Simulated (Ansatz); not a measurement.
Cartesian coordinates (Å):
```xyz
11

N      1.0569     0.9779    -0.5564
Si    -0.2261    -0.0054     0.0037
N      0.5184    -1.3354     0.7540
O     -1.2116     0.9888     0.8881
O     -1.2645    -0.6748    -1.0831
H      0.8792     1.9212    -0.8625
H      1.8168     0.5636    -1.0729
H      0.0305    -2.2036     0.8948
H      1.3358    -1.2451     1.3319
H     -0.7948     1.5173     1.5725
H     -2.0992    -0.2144    -1.1991
```
Charge 0, spin multiplicity 1.

Level of theory: frozen-core CCSD(T)/cc-pVTZ // B3LYP-D3(BJ)/def2-TZVP in Ansatz (an electronic-structure program).

The HF energy is -551.36267 Ha. The MP2 correlation energy is -1.03094 Ha.

Question: Estimate the CCSD correlation energy, the (T) correction, the total energy and the T1 diagnostic.

Answer: 
| Property | Result |
|---|---|
| CCSD correlation energy | -1.05347 Ha |
| (T) correction | -0.03794 Ha |
| CCSD(T) total energy | -552.45408 Ha |
| T1 diagnostic | 0.010 |
